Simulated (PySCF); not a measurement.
[FeI4]- (charge -1 and sextet state).
Bonds: Fe1–I2, Fe1–I3, Fe1–I4, Fe1–I5.

Computed, not measured: PySCF 2.14.0, PBE0-D3(BJ)/def2-SVP geometry optimisation, gas phase, def2 core potentials past Kr.

(1) What internal coordinates does the optimisation give?

## Answers

(1) 
| bond | length (Å) |
| --- | --- |
| Fe1–I2 and 3 like bonds | 2.568 |

Bonds in one row agree within 0.01 Å and their mean is given. A selection of angles:
| angle | degrees |
| --- | --- |
| I2–Fe1–I3 | 109.9 |

Fe1 (iron bonded to 4 I) is tetrahedral (angles from 109.0° to 109.9°).

Point group: Td (every atom within 0.08 Å of its image). Not checked by PBE0-D3(BJ)/def2-SVP frequencies. ⟨S²⟩ = 8.762 (exact for a sextet: 8.75).


Compound: CrMe2, C2H6Cr (quintet state).
Bonds: Cr1–C2, Cr1–C6. Hydrogens: H3, H4, H5 on C2; H7, H8, H9 on C6.

Level of theory: PBE0-D3(BJ)/def2-SVP geometry optimisation, gas phase in PySCF 2.14.0.

**Question.** List the bond lengths and angles at this level.

**Answer.** 
| bond | length (Å) |
| --- | --- |
| Cr1–C2, Cr1–C6 | 2.030 |
| C2–H3 and 5 like bonds | 1.104 |

Bonds in one row agree within 0.01 Å and their mean is given. A selection of angles:
| angle | degrees |
| --- | --- |
| C2–Cr1–C6 | 114.0 |
| Cr1–C2–H3 | 110.7 |
| Cr1–C2–H4 | 109.1 |
| H3–C2–H4 | 108.6 |

Cr1 (chromium bonded to 2 C) is bent (angle 114.0°).

PBE0-D3(BJ)/def2-SVP frequencies: not computed here. ⟨S²⟩ = 6.121 (exact for a quintet: 6.00).
